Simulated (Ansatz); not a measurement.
Stretching the Mg1–F3 bond in FHMg (SMILES [F][MgH]) (multiplicity 1 held, fragments rigid). Energies count from the point at 1.761 Å.
Geometry at that point (charge 0, multiplicity 1):
```xyz
3

Mg     0.00000     0.00000    -0.64398
H      0.00000     0.00000    -2.32552
F      0.00000     0.00000     1.11704
```

Restricted levels (R-, RO-) in cc, def2 and unpolarised 6-31G sets keep to the state of the molecule at rest. U- levels take the lowest unrestricted solution at each point, which mixes spins at long bonds. Left out are points that failed, MP2 points in a non-variational dive below the minimum, coupled-cluster points behind a sign of a changed root (a jump of the amplitudes, or a one-step jump against full CI or MRCI), small-basis points behind a change of solution, and semi-empirical points at long bonds. Curves can end on different states.

Frozen-core correlation.

The values were computed with Ansatz (Gaussian basis) for Hartree–Fock, density functionals and correlated methods. Values without a source in brackets are computed.

Energies in kJ/mol.

| R (Å) | R-HF/def2-SVPD | R-MP2/def2-SVPD | U-SCS-MP2/def2-SVPD | R-CCSD(T)/def2-SVPD | R-CCSDT/def2-SVPD |
|---|---|---|---|---|---|
| 1.409 | 247 | 275 | 273 | 272 | 272 |
| 1.585 | 41 | 55 | 54 | 53 | 53 |
| 1.761 | 0 | 0 | 0 | 0 | 0 |
| 1.937 | 27 | 15 | 16 | 16 | 16 |
| 2.113 | 80 | 59 | 60 | 61 | 61 |
| 2.377 | ? | 141 | 143 | 143 | 143 |
| 2.642 | 258 | 221 | 223 | 223 | 223 |
| 3.082 | 378 | 336 | 338 | 337 | 336 |
| 3.522 | 469 | 427 | 574 | 425 | 424 |
| 4.050 | ? | 510 | 600 | 503 | 503 |
| 4.755 | ? | 589 | 607 | 550 | 570 |
| 5.635 | 684 | 653 | 609 | left out | left out |

Task: What belongs in the gaps?

Result: 
- 2.377, R-HF/def2-SVPD: 171
- 4.050, R-HF/def2-SVPD: 549
- 4.755, R-HF/def2-SVPD: 623

Doubts at one or more of the structures used: a restricted determinant that unrestricted orbitals would lower (R-HF/def2-SVPD, R-MP2/def2-SVPD, R-CCSD(T)/def2-SVPD, R-CCSDT/def2-SVPD); a spin-contaminated determinant (U-SCS-MP2/def2-SVPD); T1 above 0.05 (R-CCSD(T)/def2-SVPD, R-CCSDT/def2-SVPD); other coupled-cluster roots lie near (R-CCSDT/def2-SVPD).

Ansatz is a quantum-chemistry and plane-wave program.
